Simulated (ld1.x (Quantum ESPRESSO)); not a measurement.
**Cutoff test, mercury, RRKJ**

mercury (Hg), norm-conserving RRKJ (Kleinman–Bylander form), made with ld1.x (Quantum ESPRESSO) 7.5 (PBEsol, scalar-relativistic). Core [Xe] 4f14 5d10, reference 6s2 6p0. Waves: 6s (bound): rc 2.40 bohr; 6p (bound, empty): rc 2.25 bohr; 6d channel at 0.05 Ry: rc 2.00 bohr. Local part: the d channel. Core correction: none. rho0 = 0.001.

The pseudo-atom Hamiltonian at the reference potential is diagonalised in spherical Bessel functions j_l(qr) that vanish at 20 bohr, with q² up to the cutoff. All-electron valence levels (Ry): 6s -0.5046, 6p -0.0728.

Problem. How do the lowest levels (Ry) of each channel move with the cutoff, and are there ghosts?

Solution.

```json
{"cutoff (Ry)": "8", "s #1": "-0.4885", "s #2": "0.0113", "s #3": "0.1064", "s #4": "0.2715", "p #1": "-0.0719", "p #2": "0.0550", "p #3": "0.1723", "p #4": "0.3517", "d #1": "0.0692", "d #2": "0.1599", "f #1": "0.1162", "Σ f·Δε (mRy)": "31.5"}
{"cutoff (Ry)": "12", "s #1": "-0.4931", "s #2": "0.0111", "s #3": "0.1061", "s #4": "0.2711", "p #1": "-0.0719", "p #2": "0.0550", "p #3": "0.1721", "p #4": "0.3508", "d #1": "0.0691", "d #2": "0.1595", "f #1": "0.1162", "Σ f·Δε (mRy)": "22.3"}
{"cutoff (Ry)": "18", "s #1": "-0.5044", "s #2": "0.0101", "s #3": "0.1045", "s #4": "0.2683", "p #1": "-0.0723", "p #2": "0.0549", "p #3": "0.1717", "p #4": "0.3464", "d #1": "0.0686", "d #2": "0.1562", "f #1": "0.1161", "Σ f·Δε (mRy)": "0.4"}
{"cutoff (Ry)": "25", "s #1": "-0.5052", "s #2": "0.0090", "s #3": "0.1022", "s #4": "0.2626", "p #1": "-0.0728", "p #2": "0.0546", "p #3": "0.1688", "p #4": "0.3176", "d #1": "0.0678", "d #2": "0.1511", "f #1": "0.1161", "Σ f·Δε (mRy)": "1.9"}
{"cutoff (Ry)": "35", "s #1": "-5.1794", "s #2": "-0.5043", "s #3": "0.0103", "s #4": "0.1052", "p #1": "-4.9064", "p #2": "-0.0727", "p #3": "0.0552", "p #4": "0.1735", "d #1": "0.0674", "d #2": "0.1486", "f #1": "0.1161", "Σ f·Δε (mRy)": "0.1"}
{"cutoff (Ry)": "45", "s #1": "-18.9622", "s #2": "-1.4740", "s #3": "-0.5042", "s #4": "0.0116", "p #1": "-8.1052", "p #2": "-0.0727", "p #3": "0.0552", "p #4": "0.1735", "d #1": "0.0595", "d #2": "0.1147", "f #1": "0.1161", "Σ f·Δε (mRy)": "0.1"}
{"cutoff (Ry)": "400", "s #1": "-131.3801", "s #2": "-37.7180", "s #3": "-0.5042", "s #4": "0.0099", "p #1": "-69.5258", "p #2": "-50.4184", "p #3": "-0.0727", "p #4": "0.0551", "d #1": "-8.0104", "d #2": "0.0701", "f #1": "-6.2862", "Σ f·Δε (mRy)": "0.0"}
```

Result: ghost states, extra bound levels that the all-electron valence spectrum of the same l lacks: s at -1787.5 eV, p at -945.9 eV, p at -686.0 eV, s at -513.2 eV, d at -109.0 eV and 1 more (a true bound ghost makes a file unfit for plane-wave use); 10 mRy is reached at 15 Ry and 1 mRy at 35 Ry.
